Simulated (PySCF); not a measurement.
CH10FNSi3, SMILES N[SiH2][Si@@H](F)C[SiH3].

The structure is a stationary point at B3LYP-D3(BJ)/def2-SVP. The structure was generated by enumeration; whether it is a known compound was not checked. One conformer was computed; it need not be the lowest.

Two levels are set side by side: TDA-PBE/def2-SVPD (PySCF) and TDA-M06-2X/def2-SVPD (PySCF). Vertical, same geometry. The lowest singlet is HOMO→LUMO 96 % with PBE and HOMO→LUMO 84 % with the other functional; states are paired by order. Differences are taken from unrounded values.

```tsv
quantity	TDA-M06-2X
lowest singlet excitation (eV)	5.91
lowest triplet excitation (TDA) (eV)	5.56
```

### Question
What does TDA-PBE give, and how far is it from TDA-M06-2X? (An estimate is asked for; the answer gives what the named calculation found.)

### Answer

```json
[
 {"quantity": "lowest singlet excitation (eV)", "TDA-PBE": "5.00", "TDA-PBE minus TDA-M06-2X": "-0.91"},
 {"quantity": "lowest triplet excitation (TDA) (eV)", "TDA-PBE": "4.71", "TDA-PBE minus TDA-M06-2X": "-0.84"}
]
```

Functionals without exact exchange tend to place singlet excitations lower, as here. Differences between two approximate levels are no errors against the true value.

Rough cost on one machine, each run with all the roots and properties that it gave: TDA-M06-2X against TDA-PBE about 10 times.
